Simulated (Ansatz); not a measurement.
Relaxation of C4H7I (12 atoms, charge 0, multiplicity 1), to a largest force component of 0.02 eV/Å in at most 50 steps.

Level of theory: RKS PBE/def2-SVP (Ansatz).

```xyz
12
Properties=species:S:1:pos:R:3:forces:R:3
I -2.910 -0.881 -0.095 -3.90 -2.81 0.82
C -0.647 0.655 -0.520 3.35 1.56 -0.68
C 0.003 0.712 0.848 2.22 -0.92 -1.14
C 0.783 -0.625 0.505 -2.84 2.90 -1.92
C 0.407 -0.377 -1.002 -0.82 0.97 3.30
H -0.993 1.530 -1.091 -0.05 0.05 -0.08
H -0.597 0.703 1.736 -0.78 0.29 1.09
H 0.782 1.558 0.954 -0.67 -0.84 -0.24
H 1.774 -0.693 0.805 2.50 -1.13 1.14
H -1.514 0.021 -0.333 0.31 0.72 -0.38
H 1.230 0.086 -1.506 1.17 0.63 -0.64
H 0.052 -1.214 -1.539 -0.48 -1.43 -1.27
```

**Question.** Where does it end, and by what steps?

**Answer.** The forces met the threshold. After 20 steps the energy has fallen by 4.716 eV; I1 moved furthest, 2.21 Å. Parted: I1–H10 (1.68 → 3.57 Å). Joined: I1–C4 (3.75 → 2.20 Å).

```csv
step,energy less start (eV),largest force component (eV/Å),accepted
0,0.0000,3.899,yes
1,-1.1711,2.094,yes
2,-1.7526,1.148,yes
3,-2.0008,1.012,yes
4,-2.2568,1.112,yes
5,-2.4492,0.768,yes
6,-2.6433,0.468,yes
7,-2.8642,0.700,yes
8,-3.1329,0.937,yes
9,-3.4634,1.158,yes
10,-3.8489,1.280,yes
11,-4.2436,1.128,yes
12,-4.5302,0.349,yes
13,-4.5746,0.869,yes
14,-4.6695,0.400,yes
15,-4.7003,0.423,yes
16,-4.7083,0.183,yes
17,-4.7134,0.030,yes
18,-4.7152,0.079,yes
19,-4.7160,0.042,yes
20,-4.7161,0.017,yes
```

```xyz
12
Properties=species:S:1:pos:R:3
I -1.417 -2.122 0.956
C -0.529 1.006 -0.701
C -0.167 0.769 0.789
C 0.179 -0.697 0.442
C 0.206 -0.314 -1.055
H -0.159 1.937 -1.173
H -0.943 0.955 1.556
H 0.755 1.311 1.090
H 1.078 -1.156 0.894
H -1.621 0.929 -0.877
H 1.255 -0.139 -1.378
H -0.268 -1.004 -1.780
```

Whether the end is a true minimum wasn't checked by a vibrational analysis.

Time of the run: 44 s on 2 threads of AMD EPYC 7R43 64-Core Processor (Zen 3), on a shared host, peak memory 0.19 GiB.
